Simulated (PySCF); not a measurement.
## FTcN: breathing scan

All numbers come from UPBE0 in PySCF with Tc def2-TZVP with ECP28, N def2-TZVP, F def2-TZVP; scalar-relativistic core potentials, no spin–orbit coupling; density-fitted integrals.

Rigid scan from the doublet minimum (Tc–F 1.918 Å, Tc–N 1.580 Å; F–Tc–N 134.7°). Coordinate: all bonds to the central atom scaled together. Energies in kJ/mol from the minimum.

```csv
scale of all bonds to the centre,E (kJ/mol),dipole size (D),⟨S²⟩
0.88,268.7,2.37,0.85
0.92,105.3,2.66,0.88
0.96,23.2,2.93,0.92
1.00,0.0,3.18,0.97
1.04,18.3,3.41,1.04
1.08,64.6,3.63,1.15
1.14,161.6,3.95,1.55
1.22,296.5,4.55,2.24
1.35,483.2,5.70,3.03
```

Spin contamination is strong at 1.00, 1.04, 1.08, 1.14, 1.22, 1.35, so these points are less reliable.

Other spin states or occupations of the open shell can lie lower. At this level a quartet minimum of Cs symmetry lies 7 kJ/mol below the start of the scan.
